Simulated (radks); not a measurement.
The europium ion Eu2+, configuration [Xe] 4f7.

Method: scalar-relativistic Kohn-Sham, LDA (Slater exchange, Perdew-Wang correlation), spin-polarised, spherical densities, point nucleus; open shells are filled with parallel spins first (spin-orbit coupling, left out, can overturn this in heavy ions); computed with a radial shooting solver on a logarithmic mesh with Libxc functionals.

Energy parts (eV):
total: -294871.55
kinetic: 315853.65
electron-nucleus: -718177.83
Hartree: 113838.16
exchange-correlation: -6385.53

Orbitals (lengths in bohr, moments of r in powers of bohr; r(max) is where P^2 peaks):
| orbital | occ. | eigenvalue (eV) | r(max) | <r^4> |
|---|---|---|---|---|
| 1s down | 1 | -48337.64 | 0.01421 | 1.228e-06 |
| 1s up | 1 | -48337.64 | 0.01421 | 1.228e-06 |
| 2s up | 1 | -7949.068 | 0.08062 | 0.0001965 |
| 2s down | 1 | -7948.983 | 0.08062 | 0.0001965 |
| 2p up | 3 | -7086.748 | 0.06514 | 0.0001461 |
| 2p down | 3 | -7086.688 | 0.06514 | 0.0001461 |
| 3s up | 1 | -1759.262 | 0.2291 | 0.007687 |
| 3s down | 1 | -1756.877 | 0.2290 | 0.007661 |
| 3p up | 3 | -1490.900 | 0.2247 | 0.008043 |
| 3p down | 3 | -1488.536 | 0.2245 | 0.008010 |
| 3d up | 5 | -1131.111 | 0.1837 | 0.006453 |
| 3d down | 5 | -1129.262 | 0.1836 | 0.006414 |
| 4s up | 1 | -361.0719 | 0.5276 | 0.1913 |
| 4s down | 1 | -355.5758 | 0.5273 | 0.1914 |
| 4p up | 3 | -272.7722 | 0.5507 | 0.2515 |
| 4p down | 3 | -267.3094 | 0.5504 | 0.2522 |
| 4d up | 5 | -149.7473 | 0.5734 | 0.4052 |
| 4d down | 5 | -144.3656 | 0.5731 | 0.4104 |
| 5s up | 1 | -59.4944 | 1.228 | 6.633 |
| 5s down | 1 | -56.5028 | 1.240 | 7.131 |
| 5p up | 3 | -38.2551 | 1.394 | 13.18 |
| 5p down | 3 | -35.9885 | 1.418 | 14.62 |
| 4f up | 7 | -17.8609 | 0.5920 | 4.077 |
| 4f down | 0 | -13.2732 | 0.5958 | 7.359 |

The highest occupied level is 4f up at -17.861 eV. Summed over all electrons, <r^2> = 39.88 bohr^2, which gives a Langevin (diamagnetic) susceptibility term of -31.6 x 10^-6 cm^3/mol. Spin moment in Bohr magnetons: 7.
